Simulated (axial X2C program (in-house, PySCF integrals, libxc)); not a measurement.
## SeNC: properties at the nuclei

Computed with an in-house all-electron X2C program for linear molecules (integrals from PySCF): two-component X2C with atomic mean-field Coulomb and Gaunt terms, Gaussian nuclei, basis Se dyall-v3z, N dyall-av3z, C dyall-v3z with contracted cores.

Se–N–C held linear, with bonds 1.771 and 1.181 Å (near the PBE0 minimum at charge 0 of the determinant lowest at the starting distance; the state shown can have its own minimum elsewhere, held linear; other orders of the atoms were not compared).

Determinant lowest in the PBE0 search, Ω = 3/2 (⟨Sz⟩ = 0.50, ⟨Lz⟩ = 1.00 at PBE0), spin on the atoms Se 0.46, N -0.03, C 0.06:

```json
{"level": "PBE0", "Eeff magnitude (GV/cm)": "0.323", "Ws magnitude Se (kHz)": "0.0942", "A∥/gI Se (MHz)": "442", "qzz Se (a.u.)": "6.67", "A∥/gI N (MHz)": "4.4", "qzz N (a.u.)": "0.13", "A∥/gI C (MHz)": "12.9", "qzz C (a.u.)": "-0.84", "μ (D)": "-3.01"}
{"level": "HF", "Eeff magnitude (GV/cm)": "0.8", "Ws magnitude Se (kHz)": "0.229", "A∥/gI Se (MHz)": "499", "qzz Se (a.u.)": "7.14", "A∥/gI N (MHz)": "-6.92", "qzz N (a.u.)": "0.06", "A∥/gI C (MHz)": "10.5", "qzz C (a.u.)": "-1.01", "μ (D)": "-2.84"}
{"level": "r2SCAN", "Eeff magnitude (GV/cm)": "0.352", "Ws magnitude Se (kHz)": "0.103", "A∥/gI Se (MHz)": "459", "qzz Se (a.u.)": "6.66", "A∥/gI N (MHz)": "12.6", "qzz N (a.u.)": "0.13", "A∥/gI C (MHz)": "16.2", "qzz C (a.u.)": "-0.81", "μ (D)": "-2.96"}
```

Determinant 0.22 eV from it at PBE0 and this distance, Ω = 1/2 (⟨Sz⟩ = -0.50, ⟨Lz⟩ = 1.00 at PBE0), spin on the atoms Se -0.46, N 0.02, C -0.06:

```tsv
level	Eeff magnitude (GV/cm)	Ws magnitude Se (kHz)	A∥/gI Se (MHz)	qzz Se (a.u.)	A∥/gI N (MHz)	qzz N (a.u.)	A∥/gI C (MHz)	qzz C (a.u.)	μ (D)
PBE0	0.0511	0.0344	2450	6.48	38	0.12	50.5	-0.84	-2.96
HF	0.28	0.247	2360	6.90	27.8	0.06	34.4	-1.01	-2.80
r2SCAN	0.0469	0.0503	2220	6.49	36.4	0.12	47	-0.81	-2.89
```

Eeff is the effective electric field on the electron electric dipole moment in this Ω state and Ws the scalar–pseudoscalar constant of the nucleus named (defined with the proton number Z and per Ω); A∥ (defined per Ω) follows by multiplying with gI = μI/(I μN); qzz is the electric field gradient, eQq0 = 234.96 MHz × Q/barn × qzz; μ is positive if the C end (last atom) is positive. The operators were transformed with the bare-nucleus X2C matrices; with these basis sets, hyperfine constants and field gradients can be off by tens of per cent, and where levels differ in sign neither size nor sign is settled.

(1) With gI(77Se) = 1.0701, gI(13C) = 1.4048 (g factors from the IAEA table of nuclear moments by Stone), turn the PBE0 values of the first state into constants in MHz.

The molecule was held linear; bending was not examined, so a bent shape may lie lower.

Each state is one determinant with collinear spin. Unrestricted Hartree–Fock can overshoot spin polarisation at the nuclei. In the state Ω = 1/2 the sign of Eeff differs between levels (HF, r2SCAN against PBE0). Where Eeff spreads by more than a factor of two the levels disagree and none is to be relied on. The search compared states at one distance, so a state with another bond length can lie lower. The sign of Ws at Se differs between levels in the second state. Where a field gradient or hyperfine factor spreads by more than a factor of two over the levels, a constant derived from it is not to be relied on. PBE0 term energies can be off by some tenths of an eV.

## Answers

(1) A∥(77Se) = 442 × 1.0701 = 473 MHz; A∥(13C) = 12.9 × 1.4048 = 18.1 MHz.
